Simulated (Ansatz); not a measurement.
Stepwise reaction of `C[O][Y]([Cl])[O]C` with ammonia, as a gas-phase model of exchange steps in deposition or etching. ΔE in kJ/mol; ΔG adds harmonic PBE0-D4 terms to CCSD(T)/CBS, at 1 bar.

Computed with Ansatz on PBE0-D4/def2-TZVP structures; ΔE is electronic, products minus reactants. CCSD(T)/CBS adds triple-zeta CCSD(T) − MP2 to the extrapolated MP2 energy (def2 sets, frozen cores). This one scheme is used for every species. DFT in def2-TZVPP. B3LYP here is the variant with VWN-RPA as its local correlation; programs differ in this. Elements past krypton have def2 core potentials. For Y outer-core shells are correlated without core-valence functions, which leaves a few kJ/mol of doubt a bond. One conformer a species, not always the lowest.

| step | reaction | PBE-D4 | B3LYP-D4 | ωB97M-V | CCSD(T)/CBS | ΔG(600 K) |
| --- | --- | --- | --- | --- | --- | --- |
| 1 | `C[O][Y]([Cl])[O]C` + NH₃ → `C[O][Y]([NH2])[Cl]` + CH₃OH | 79.4 | 83.0 | 80.5 | 81.8 | 76.4 |

Problem. Give the row of step 2, `C[O][Y]([NH2])[Cl]` + NH₃ → `[NH2][Y]([NH2])[Cl]` + CH₃OH. (Best estimate.)

Solution. Computed: 
```csv
step,reaction,PBE-D4,B3LYP-D4,ωB97M-V,CCSD(T)/CBS,ΔG(600 K)
2,`C[O][Y]([NH2])[Cl]` + NH₃ → `[NH2][Y]([NH2])[Cl]` + CH₃OH,82.2,85.7,83.6,84.7,89.1
```

Problem. By hand: ΔE of the 2 steps together at CCSD(T)/CBS.

Solution. (81.8) + (84.7) = 166.5 kJ/mol, or 83.2 kJ/mol a step.

In ΔE the steps differ by no more than 2.9 kJ/mol. All are uphill at CCSD(T)/CBS. ΔG lies between 76.4 and 89.1 kJ/mol a step. PBE-D4 differs from CCSD(T)/CBS by -2.5 to -2.4 kJ/mol a step. Isolated molecules leave out the surface, adducts and barriers. Largest T1 diagnostic: 0.013.
